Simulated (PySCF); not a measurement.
## Structure from 2D NMR

Compound of formula C5H11NO. Correlations simulated from computed shifts and the bond graph:

HSQC (one-bond C–H):
| δH | δC |
| --- | --- |
| 1.14 | 30.0 |

COSY cross peaks (H two or three bonds apart, from the bond graph; peaks can be absent where the dihedral angle is near 90°):
| δH | δH |
| --- | --- |
| 4.90 | 4.55 |

HMBC (two and three bonds, from the bond graph):
| δH | δC |
| --- | --- |
| 4.90 | 179.2, 39.5 |
| 4.55 | 179.2, 39.5 |
| 1.14 | 179.2, 39.5, 30.0 |

Carbons without hydrogens: δ 179.2, 39.5.

Computed data (PySCF): coordinates at the GFN2-xTB level, PBE0/pcSseg-1 with gauge-including orbitals. Gas phase, fast rotation and ring inversion assumed for equivalent nuclei, one conformer, no relativistic terms.

δ = σ(ref) − σ, references computed at the same level: ¹H and ¹³C vs TMS.

Exchangeable hydrogens are left out of these lists.

Work out the connectivity.

Answers

SMILES CC(C)(C)C(N)=O.

Numbering as in the mapped SMILES `[CH3:1][C:2]([CH3:3])([CH3:4])[C:5]([NH2:6])=[O:7]` (H(Xn): hydrogen on atom n). Ha(N6) is cis to the C=O or C=S heteroatom; Hb(N6) is trans to the C=O or C=S heteroatom.

δC 179.2 is C5, an amide carbonyl carbon. δC 39.5 is C2, a quaternary sp3 carbon α to a carbonyl. δC 30.0 is C1/C3/C4, a methyl carbon (δH 1.14). HMBC from δH 1.14 reaches the proton-free carbons C5, C2. COSY links 4.90–4.55.

This is the structure that produced the data.

The OH or NH signal is concentration- and solvent-dependent in practice; the value given is the gas-phase one. Rotation about the amide-type C–N bond is slow at room temperature, so the two groups on nitrogen are listed apart. Shifts are as computed. Against solution values, carbons near 30 ppm lie about +3 ppm off and those near 130 ppm about +5 ppm. Of 246 compounds with measured shifts, 49 miss one by over three times the rms of a fit or turn the order of signals round; such compounds aren't used in these exercises. The C=O carbon of an acid or of an amide with N–H lies up to 10 ppm further downfield in solution, through hydrogen bonding that the calculation lacks.
